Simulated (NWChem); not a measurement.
CH3F3Si; SMILES FC[SiH](F)F

```xyz
8

F      0.5985     1.9272     0.0000
C     -0.6138     1.2804     0.0000
Si    -0.3991    -0.5852     0.0000
F      0.4433    -1.0397     1.2968
F      0.4433    -1.0397    -1.2968
H     -1.1985     1.5879    -0.8874
H     -1.1985     1.5879     0.8874
H     -1.6984    -1.2961     0.0000
```
Atoms are numbered in this order, from 1.

All runs: NWChem. Medium grid unless said otherwise, to which SCAN and Minnesota functionals are sensitive. Structure relaxed at the PBE0/def2-SVP level. Total energies of different functionals are on different scales.

```tsv
level	energy (Ha)	highest occupied level (eV)	orbital gap (eV)	dipole (D)
PBE/def2-SVP	-628.1897	-7.25	6.99	2.55
B3LYP/def2-SVP	-628.6992	-8.70	9.22	2.79
r2SCAN/def2-SVP	-628.5032	-7.72	7.78	2.76
PW6B95/def2-SVP	-629.2975	(withheld)	(withheld)	2.88
BLYP/def2-SVP	-628.6258	-7.14	7.05	2.51
PBE0/def2-SVP	-628.2257	-8.98	9.71	2.88
```

**Question.** Fill in the missing entries.

**Answer.** 
- PW6B95/def2-SVP, highest occupied level (eV): -9.11
- PW6B95/def2-SVP, orbital gap (eV): 9.86
